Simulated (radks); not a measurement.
Q: Valence configurations of F+ (all share [He]). Calculated with a radial shooting solver on a logarithmic mesh with Libxc functionals: non-relativistic Kohn-Sham, PBE, spin-polarised, spherical densities, point nucleus; open shells are filled with parallel spins first. Order these by energy: 2p6; 2s2 2p4; 2s0.5 2p5.5; 2s1 2p5; 2s1.5 2p4.5.

A: From the lowest, in eV above it: 2s2 2p4 0.000; 2s1.5 2p4.5 9.466; 2s1 2p5 18.903; 2s0.5 2p5.5 29.972; 2p6 40.020. NIST lists [He] 2s2 2p4 as the ground configuration; this level of theory agrees among the configurations tried. The energies are those of spherical high-spin densities, not of single terms.
